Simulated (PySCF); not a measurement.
## Heteronuclear NMR

Structure with atom numbers: `[CH2:1]=[CH:2][P:3](=[O:4])([CH:5]=[CH2:6])[CH:7]=[CH2:8]`. Each H is labelled by its parent atom. Ha(C1), Ha(C6), Ha(C8) are cis to P3; Hb(C1), Hb(C6), Hb(C8) are trans to P3.

[PySCF 2.14.0 with density-fitted response routines: PBE0/pcSseg-1 with gauge-including orbitals; GFN2-xTB structure; isolated molecule; averaged over atoms made equivalent by symmetry, fast rotation or ring inversion; no relativistic terms; single conformer]

Problem. Where does ³¹P resonate?

Solution. 
```tsv
atoms	environment	σ (ppm)	δ (ppm)
P3	phosphorus bonded to 3 C, O	328.7	-2.2
```

Shieldings were converted by a linear fit to measured shifts: ³¹P: δ = 270.09 − 0.828σ (rms 18.1 ppm, 64 shifts vs H3PO4, solution or neat liquid). Occasional misses reach two or three times the rms, and more in compound classes unlike the fitted ones.

On a 500 MHz spectrometer ³¹P resonates near 202.4 MHz, so 1 ppm is 202.4 Hz.

Problem. What are the ¹⁷O shifts?

Solution. 
| atoms | environment | σ (ppm) | δ (ppm) |
| --- | --- | --- | --- |
| O4 | P=O oxygen | 293.3 | -0.4 |

Shieldings were converted by a linear fit to measured shifts: ¹⁷O: δ = 266.70 − 0.911σ (rms 10.7 ppm, 155 shifts, 12.2 ppm with the 3 outliers that the fit left out vs liquid water, solution or neat liquid). Occasional misses reach two or three times the rms, and more in compound classes unlike the fitted ones.

On a 300 MHz spectrometer ¹⁷O resonates near 40.7 MHz, so 1 ppm is 40.7 Hz.
